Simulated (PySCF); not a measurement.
# Relaxation of triplet BrOsN

Method: UPBE0 in PySCF with Os def2-SVP with ECP60, N def2-SVP, Br def2-SVP; scalar-relativistic core potentials, no spin–orbit coupling; density-fitted integrals. A (50,194) grid was used.

A start displaced from a saddle point along its imaginary mode, of Cs symmetry, held to at least that symmetry:

Coordinates in bohr (charge 0 multiplicity 3):
```
Os   -0.0523   -0.0231   -1.1448
N     0.4321    0.1911   -4.2335
Br    0.0506    0.0224    3.5358
```

Optimiser trace:
```
step  E − E(last) (kJ/mol)  largest gradient (Eh/bohr)
   0                 25.57                     0.02973
   1                 23.33                     0.01540
   2                 21.56                     0.00610
   3                 18.24                     0.02706
   4                 17.07                     0.04540
   5                 13.65                     0.03642
   6                  3.36                     0.02219
   7                  0.93                     0.00989
   8                  0.02                     0.00126
   9                  0.01                     0.00087
  10                  0.00                     0.00015
```

It ends at Cs with Os–Br 2.395 Å, Os–N 1.623 Å; Br–Os–N 126.7°. The frequency run here used a shortcut that can spoil soft modes, so no verdict on minimum or saddle point is given. Other isomers or separated fragments may lie lower.

Final geometry:
```xyz
3
charge 0 multiplicity 3, angstrom
Os   -0.2188   -0.0968   -0.5712
N     0.6644    0.2938   -1.8750
Br    0.4142    0.1832    1.7216
```

Open d and f shells are described by one determinant, and the ground state may have another occupation or spin. With an element this heavy the missing spin–orbit coupling can shift these numbers.
